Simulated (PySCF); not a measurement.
C (SMILES [C+]), charge +1, doublet. Base run: BLYP/3-21G run with PySCF.

The PySCF input:
```python
from pyscf import gto, scf, dft

mol = gto.M(
    atom='''
C     0.00000000    0.00000000    0.00000000
''',
    basis='3-21g',
    charge=1,
    spin=1,
    verbose=4,
)

mf = dft.UKS(mol)
mf.xc = 'blyp'
mf.kernel()
```

Each row names what was changed in the base input (with any setting that the change needs).

```
change                                           ΔE vs base (mEh)  fitting functions
-----------------------------------------------  ----------------  -----------------
base                                                        0.000                  -
auxbasis = def2-tzvp-ri                                    -0.019                 76
auxbasis = def2-svp-ri                                     -2.028                 48
auxbasis = def2-universal-jkfit                            -0.050                 75
auxbasis = default (with mf = mf.density_fit())            -0.050                 75
auxbasis = even-tempered beta=3.0                          -0.035                 37
auxbasis = def2-universal-jfit                             -0.075                 49
auxbasis = cc-pvtz-jkfit                                   -0.024                 79
auxbasis = cc-pvtz-ri                                      -0.170                 81
auxbasis = even-tempered beta=1.6                           0.000                 83
```

A fitting set is made for a task (jfit for Coulomb, jkfit for Coulomb and exchange, ri for correlation) and for a family of orbital bases.

Open shells are given as the SCF converged; they aren't shown to be the lowest states, and a large step between rows can be another state.
